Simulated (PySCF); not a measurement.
# Molecular orbitals of GdO

LDA at R = 1.795 Å; Gd x2c-TZVPall, O x2c-TZVPall; spin-free X2C with a Gaussian nucleus (PySCF 2.14). State: nonet, about 7.2 electrons in the 4f shell (Mulliken). Only the outer orbitals are listed, counted within each symmetry.

| spin | orbital | occ. | ε (eV) | on Gd (%) | main shells (%) |
| --- | --- | --- | --- | --- | --- |
| α | 8π | 1 | -6.54 | 37 | 63 O p, 20 Gd d, 15 Gd f |
| α | 8π | 1 | -6.54 | 37 | 63 O p, 20 Gd d, 15 Gd f |
| α | 15σ | 1 | -6.04 | 42 | 56 O p, 22 Gd d, 15 Gd f |
| α | 16σ | 1 | -3.99 | 99 | 83 Gd s, 9 Gd d |
| α | 4δ | 0 | -2.37 | 100 | 100 Gd d |
| α | 4δ | 0 | -2.37 | 100 | 100 Gd d |
| α | 9π | 0 | -1.77 | 97 | 71 Gd p, 26 Gd d |
| β | 7π | 1 | -6.84 | 21 | 78 O p, 14 Gd d |
| β | 7π | 1 | -6.84 | 21 | 78 O p, 14 Gd d |
| β | 14σ | 1 | -6.37 | 30 | 67 O p, 14 Gd d, 11 Gd f |
| β | 1φ | 0 | -3.55 | 100 | 100 Gd f |
| β | 1φ | 0 | -3.55 | 100 | 100 Gd f |
| β | 3δ | 0 | -3.34 | 100 | 100 Gd f |

**Question.** Which are the highest filled and the lowest empty level, where do they sit, and how wide is the gap?

**Answer.** Highest filled α 16σ at -3.99 eV (in %: 83 Gd s, 9 Gd d); lowest empty β 1φ at -3.55 eV (in %: 100 Gd f); the gap at LDA is 0.44 eV.

* bond order (Mayer): 2.26
* ⟨S²⟩: 20.014
* charge on Gd (Mulliken, basis-dependent): 0.53
* charge on Gd (Löwdin, basis-dependent): 0.31
* dipole moment (positive dipole means Gd(−)O(+)): -4.13 D
* polarisability along the bond: 91.1 bohr³
* polarisability across the bond: 118.2 bohr³

Spin–orbit coupling is left out. With d or f electrons several states lie close, and the lowest PBE0 determinant need not be the measured ground state.
